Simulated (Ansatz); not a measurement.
`C=[CH][GeH2][SiH3]` + H₂ → `C=[CH][GeH3]` + SiH₄  (hydrogenolysis of a Ge–Si bond)

Calculated with Ansatz (gas phase, PBE0-D4/def2-TZVP geometries, no zero-point term in ΔE). CCSD(T)/CBS adds triple-zeta CCSD(T) − MP2 to the extrapolated MP2 energy (def2 sets, frozen cores). This one scheme is used for every species. Functionals use def2-TZVPP. B3LYP here is the variant with VWN-RPA as its local correlation; programs differ in this. For Ge outer-core shells are correlated without core-valence functions, which leaves a few kJ/mol of doubt a bond. Scalar relativity is left out up to krypton. Each species was taken in one conformer, which may not be the lowest.

`C=[CH][GeH2][SiH3]`:

Z-matrix (Å, degrees):
```
Ge
C 1 1.941
Si 1 2.383 2 110.5
H 1 1.541 2 108.1 3 -121.0
H 1 1.542 2 109.8 3 120.6
C 2 1.328 1 123.4 3 113.2
H 2 1.088 1 117.7 3 -65.5
H 3 1.488 1 109.9 2 57.1
H 3 1.487 1 110.8 2 177.1
H 3 1.487 1 110.1 2 -62.5
H 6 1.086 2 122.0 1 1.3
H 6 1.087 2 121.8 1 -178.9
```

H₂:

Z-matrix (Å, degrees):
```
H
H 1 0.746
```

`C=[CH][GeH3]`:

Cartesian coordinates in Å:
```
C -1.063 -0.825 -0.822
C -0.662 0.298 -0.240
Ge 1.033 0.463 0.686
H -0.456 -1.727 -0.814
H -2.017 -0.897 -1.337
H -1.311 1.170 -0.280
H 1.900 1.556 0.036
H 1.766 -0.887 0.612
H 0.810 0.848 2.159
```

SiH₄:

```xyz
5

Si    0.000    0.000    0.000
H     0.769    1.127    0.586
H    -0.869    0.508   -1.091
H    -0.841   -0.625    1.052
H     0.941   -1.010   -0.546
```

| level | ΔE (kJ/mol) | difference from CCSD(T)/CBS |
| --- | --- | --- |
| r2SCAN-D4 | 1.6 | 3.6 |
| B3LYP-D4 | -3.6 | -1.6 |
| PBE | 1.6 | 3.6 |
| r2SCAN | -0.2 | 1.8 |
| PBE0 | -3.3 | -1.3 |
| HF/def2-TZVPP | -34.5 | -32.5 |
| SCS-MP2/def2-TZVPP | -10.3 | -8.3 |
| MP2/def2-QZVPP | -0.4 | 1.6 |
| HF/CBS(def2) | -35.4 | -33.4 |
| CCSD/CBS(def2) | -7.0 | -5.0 |
| CCSD(T)/CBS | -2.0 | 0 |

Largest T1 diagnostic among the species: 0.012.

In def2-TZVPP, CCSD(T) changes the Hartree–Fock value by +28.4 kJ/mol (the triples alone add +5.0 kJ/mol) and MP2 by +32.1 kJ/mol. The D4 term adds +9.7 kJ/mol with B3LYP and +5.6 kJ/mol with PBE0; it sums over pairs of atoms, weighted by their polarisabilities, and B3LYP, whose exchange is more repulsive, gets the larger term.
